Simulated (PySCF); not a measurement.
Species: C5H3ClF3O (doublet state).
Atom-mapped SMILES: `[F:1][C:2]([F:3])([F:4])[C:5]1=[C:6]([Cl:7])[O:8][CH:9][CH2:10]1` (hydrogens: H11 on C9; H12, H13 on C10)

Cartesian coordinates in Å at the GFN2-xTB level; atoms count from 1:
```
atom  x, y, z in Å
F1     2.3874   -0.5513    0.6222
C2     1.6898   -0.1221   -0.4517
F3     1.8151   -1.1049   -1.3697
F4     2.3450    0.9363   -0.9342
C5     0.2727    0.1463   -0.1194
C6    -0.4411    1.2952   -0.2326
Cl7    0.0162    2.8295   -0.7870
O8    -1.7104    1.1524    0.1706
C9    -1.8839   -0.1291    0.5756
C10   -0.6366   -0.9212    0.4361
H11   -2.8497   -0.4179    0.9254
H12   -0.2700   -1.3308    1.3905
H13   -0.7388   -1.7820   -0.2436
```

The hyperfine couplings belong to this conformer and change with its torsions.

Level of theory: UKS B3LYP, pcH-1 on C Cl F H O, non-relativistic, mean-field spin-orbit, GIAO (PySCF 2.14.0). Isolated species at its GFN2-xTB geometry, gas phase. The geometry wasn't refined by DFT: couplings that depend on bond lengths, twists or pyramidal angles can differ widely from those at the functional's own minimum. Stability of the SCF solution: not tested.

Largest spin populations (Mulliken): C9 (+0.90), C10 (-0.10), C5 (+0.09) and H13 (+0.06). No atom but C9 exceeds +0.15. The angles at C9 add up to 360.0°, so it is planar; its axial dipolar tensor and the negative coupling of its proton fit spin in a p orbital normal to that plane.

Find Q in a(H) = Q·ρ(C) for the protons on the planar carbons that carry spin.

| H | C | ρ(C) | a(H) (G) | a/ρ (G) |
| --- | --- | --- | --- | --- |
| H11 | C9 | +0.899 | -23.49 | -26.1 |

One proton gives one ratio, Q = -26.1 G, and no test of linearity. In McConnell's picture π spin on carbon polarises the C–H bond and leaves opposite spin at the proton, which makes Q negative, as found here.

How do the β-proton couplings of this frozen conformer go with θ, the angle between the C–H bond and the normal to the plane of the spin centre's three neighbours, both seen down the bond from centre to carbon?

```csv
β H,on,centre,θ (°),cos²θ,a (G)
H12,C10,C9,29,0.76,+58.07
H13,C10,C9,30,0.75,+58.05
```

Couplings in gauss use g_iso = 2.0029.
